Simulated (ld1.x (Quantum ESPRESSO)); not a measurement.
## oxygen (O): one change to an RRKJ potential, before and after

- Element: O (Z = 8)
- Generator: ld1.x (Quantum ESPRESSO) 7.5
- Type: norm-conserving RRKJ (Kleinman–Bylander form)
- Functional: PBE
- Relativity: scalar-relativistic
- Frozen core: [He]
- Valence charge: 6
- Reference configuration: 2s2 2p4
- Partial waves: 2s (bound): rc 0.65 bohr; 2p (bound): rc 1.55 bohr
- Local potential: all-electron potential smoothed inside 0.85 bohr (lloc = -1)
- Core correction: none
- rho0: 0.001

All-electron outer shells of the reference configuration (PBE, scalar-relativistic, ld1.x):

```tsv
shell	level (eV)	outermost node (bohr)	outermost maximum (bohr)
1s	-514.70	–	0.13
2s	-23.96	0.28	0.87
2p	-9.03	–	0.82
```

Change: all radii scaled by about 1.17 (s 0.76, p 1.82 bohr); local potential all-electron potential smoothed inside 1.00 bohr (lloc = -1).

Cutoffs: the cutoffs (Ry, on a coarse ladder) from which the occupation-weighted sum of valence levels, in a spherical-Bessel basis at the reference potential, stays within 10 and 1 mRy of its value at 400 Ry; they do not see the model core or the augmentation charge, which bear on the density cutoff. Errors are all-electron minus pseudo energies relative to the spin-unpolarised reference configuration.

How do hardness, ghosts and transferability respond?

The number of tests that count goes from 6 to 5; of the 4 tests that both files solve, the error grows in 4 and shrinks in 0 by more than 15 % and 0.3 meV (median size 43.1 → 83.0 meV); neither file shows a bound ghost at the reference potential, the only one tested. More of the atom is replaced by a form fitted at one configuration, so other configurations suffer.

```csv
quantity,base,changed
"cutoff, loose",300 Ry,160 Ry
"cutoff, tight",over 300 Ry,230 Ry
loose cutoff by channel (10 mRy a level),"s 260 Ry, p 45 Ry","s 140 Ry, p 35 Ry"
bound ghosts,none,none
"tests counted (converged, no solver errors)",6 of 7,5 of 7
"error for 2s2 2p1, meV [ΔE 103.89 eV]",+1123,+2074
"error for 2s1 2p4, meV [ΔE 31.66 eV]",-68,-137
"error for 2s0 2p6, meV [ΔE 29.94 eV]",+18,-29
"error for 2s1 2p5, meV [ΔE 14.95 eV]",+4.1,-7.9
```

Base: Tests not counted: 2s2 2p3 (pseudo-atom not self-consistent, printed error +25 meV). ld1.x printed “convergence not achieved” for 3 of the counted tests; their residual had stalled under 1e-8, short of the target of 1e-14. Changed file: Tests not counted: 2s2 2p2 (pseudo-atom not self-consistent, printed error +515 meV); 2s2 2p3.5 (pseudo-atom not self-consistent, printed error +7.7 meV). ld1.x printed “convergence not achieved” for 1 of the counted tests; its residual had stalled under 1e-8, short of the target of 1e-14.
